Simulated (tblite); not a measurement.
Problem. Write Cartesian coordinates for `CS(=O)(=O)CC([NH])=O` [radical] as optimised with GFN2-xTB. (Doublet state.)

Solution. 
```xyz
14
C3H6NO3S angstrom
C     -0.7753    1.3657   -0.5531
S     -1.2275   -0.3860   -0.5108
O     -1.5040   -0.8200   -1.8514
O     -2.2370   -0.5901    0.4825
C      0.3022   -1.2846    0.0063
C      1.0922   -0.3961    0.9043
N      2.1992    0.1094    0.4463
O      0.7360   -0.0667    2.0475
H     -0.6047    1.6944    0.4635
H     -1.6133    1.8964   -0.9888
H      0.1078    1.4720   -1.1697
H     -0.0558   -2.1690    0.5265
H      0.8526   -1.5340   -0.8947
H      2.7269    0.7082    1.0695
```

Orientation and origin are arbitrary. Atoms count from 1 in this order. S2 (sulfur bonded to 2 C and 2 O) is distorted tetrahedral (angles from 105.7° to 118.0°). Of the pairs four or more bonds apart, C6···H9 is among the closest relative to their van der Waals radii: 2.73 Å, 94 % of the sum of Bondi's values. The 2 C–S bonds span 1.810 Å (C1–S2, drawn single) to 1.848 Å (S2–C5, drawn single), a spread of 0.038 Å. C6 (carbon bonded to C, N and O) is planar (angles 124.1°, 118.1° and 117.7°, sum 359.9°, 0.02 Å off the plane of its three neighbours).

Bonds between heavy atoms (Å): C1–S2 1.810, S2=O3 1.436, S2=O4 1.431, S2–C5 1.848, C5–C6 1.490, C6–N7 1.300, C6=O8 1.242.

Computed geometry: GFN2-xTB, gas phase. This method treats the open shell by occupation alone, without spin polarisation.

Point group: C1 (no symmetry element, even within 0.4 Å). Its lowest GFN2-xTB frequency is 12 cm⁻¹, too small to tell a flat minimum from a shallow saddle. Torsions: C1–S2–C5–C6 31°, S2–C5–C6–N7 -109°, C5–C6–N7–H 180°. 3 starts were optimised and ended at 0.00, 0.01 and 2.32 kcal/mol (GFN2-xTB); the lowest of these is shown.

Time: 0.26 s wall. Hardware: Arm Neoverse V1, one thread, no GPU, shared host with 32 logical CPUs at a one-minute load of 14. This is the geometry optimisation.

One conformer stands for the species.
